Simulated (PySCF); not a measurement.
Computed properties of C2H4ClNSi, SMILES C(C#N)[SiH2]Cl

C2H4ClNSi, SMILES N#CC[SiH2]Cl. Geometry: r2SCAN-D4/def2-SVP. This is a generated structure with no PubChem entry under its InChIKey; it may be hypothetical. One conformer was computed; it need not be the lowest. All values are computed for the isolated molecule unless a solvent is named; none is compared with measurement here.

**Structure.** All 21 harmonic modes at r2SCAN-D4/def2-SVP (PySCF) are real, so it is a minimum. With heavy atoms numbered as in [N:1]#[C:2][CH2:3][SiH2:4][Cl:5], the shortest bond between them is N1–C2 at 1.164 Å and the longest Si4–Cl5 at 2.063 Å.

**Vibrations.** The strongest infrared lines (harmonic, unscaled, degenerate partners summed) lie at 889 cm⁻¹ (226 km/mol, H 80 %, Si 11 %, C 9 %), 946 cm⁻¹ (116 km/mol, H 94 %), 2251 cm⁻¹ (98 km/mol, H 97 %). The softest mode is at 58 cm⁻¹ and the zero-point energy is 34.3 kcal/mol.

**Electronic structure.** CAM-B3LYP/def2-TZVP (PySCF) places the frontier levels at -10.32 and 0.78 eV, a gap of 11.10 eV, and gives a dipole moment of 4.43 D and a mean polarisability of 62.0 bohr³. PBE/def2-TZVP (PySCF) at the same geometry gives -7.65 and -1.15 eV, so its gap is 4.60 eV narrower. An orbital gap is neither the optical nor the fundamental gap.

**Excitations.** TDDFT-B3LYP/def2-SVPD (PySCF) has S1 at 7.12 eV (174 nm, f = 0.006, weak); the most intense of the 10 singlets computed lies at 7.73 eV (f = 0.03). T1 (TDA) is at 6.09 eV. TDDFT-PBE/def2-SVPD (PySCF) puts S1 at 6.49 eV. No vertical singlet excitation falls in the visible range (under 3.1 eV).

**NMR.** GIAO shifts at PBE0/pcSseg-1 (PySCF) (non-relativistic, atoms alike by connectivity averaged): ¹³C from 8.1 to 122.8 ppm against TMS; ¹H from 2.1 to 5.4 ppm against TMS; ²⁹Si at -5.1 ppm against TMS. Without spin–orbit terms, shifts of atoms bonded to Cl or Br come out too high.

**Solvation.** SMD-ωB97X/def2-SVP (PySCF) gives -3.9 kcal/mol in water, -7.5 kcal/mol in acetonitrile, -6.1 kcal/mol in 1-octanol (1 M in both phases, gas-phase geometry); of these solvents acetonitrile holds the molecule best.
